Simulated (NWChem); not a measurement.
Species: SiF₂, singlet; SMILES F[Si]F

Computed with NWChem. Pople sets run with spherical d functions. Low-valent species are run as closed-shell singlets; no triplet was tried in these runs. Structure relaxed at the PBE-D3(BJ)/def2-SVP level.

Question: Order these by “dipole (D)”, lowest first: B3LYP/6-311G**; B3LYP/6-311++G**; B3LYP/6-31G*; B3LYP/STO-3G.

Answer: B3LYP/STO-3G (0.26), B3LYP/6-31G* (1.17), B3LYP/6-311G** (1.57), B3LYP/6-311++G** (1.79)
